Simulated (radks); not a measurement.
Coulomb parameter of the 4d shell of the niobium ion Nb+ in the model configuration [Kr] 4d3 5s1, as a second difference U = [E(n + 1) + E(n - 1) - 2 E(n)] / (1)^2 with all orbitals relaxed. "Bare": the charge of the atom changes with n. "Screened": the 5s shell takes up the change at fixed total charge, which measures U(4d,4d) + U(5s,5s) - 2 U(4d,5s). Method: scalar-relativistic Kohn-Sham, PBE, spin-unpolarised, spherical densities, finite nucleus; Fermi nuclear charge, rms radius 4.324 fm; computed with a radial shooting solver on a logarithmic mesh with Libxc functionals.

| case | configuration | E - E(n) (eV) |
|---|---|---|
| start | [Kr] 4d3 5s1 | 0.000 |
| bare +1 | [Kr] 4d4 5s1 | -7.018 |
| bare -1 | [Kr] 4d2 5s1 | 16.464 |
| screened +1 | [Kr] 4d4 | -0.381 |
| screened -1 | [Kr] 4d2 5s2 | 1.494 |

U(bare) = 9.446 eV, U(screened by 5s) = 1.113 eV, against the Slater integral F0(4d,4d) = 12.766 eV with frozen orbitals.
